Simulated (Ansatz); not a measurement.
Mulliken charges of CH6AlBSe (`C[Se][BH][AlH2]`) from PBE/def2-TZVPP in Ansatz (PBE0-D4/def2-TZVP geometry).

| atom | x (Å) | y (Å) | z (Å) | charge (e) |
| --- | --- | --- | --- | --- |
| C1 | -1.330 | 0.297 | -1.065 | -0.391 |
| Se2 | -1.161 | -1.445 | -0.195 | 0.112 |
| B3 | 0.415 | -1.275 | 0.832 | -0.171 |
| Al4 | 1.584 | 0.478 | 0.893 | 0.227 |
| H5 | -2.221 | 0.274 | -1.692 | 0.133 |
| H6 | -1.443 | 1.075 | -0.311 | 0.140 |
| H7 | -0.458 | 0.482 | -1.690 | 0.140 |
| H8 | 0.641 | -2.290 | 1.429 | 0.042 |
| H9 | 1.299 | 1.628 | 1.958 | -0.117 |
| H10 | 2.758 | 0.727 | -0.156 | -0.117 |

**Question.** By hand: the dipole of these point charges (1 e Å = 4.8032 D).

**Answer.** Σ q r = (-0.331, -0.069, -0.201) e Å, of length 0.393 e Å = 1.89 D.

**Question.** How does the dipole of the full density compare? (An estimate is asked.)

**Answer.** The calculation gave: (-0.192, 0.105, -0.179) e Å, 1.36 D; the point charges give 1.39 times that, at 34° from its direction.

Point charges leave out the atoms' own dipoles, such as those of lone pairs, and Mulliken's split depends on the basis, so the two needn't agree.
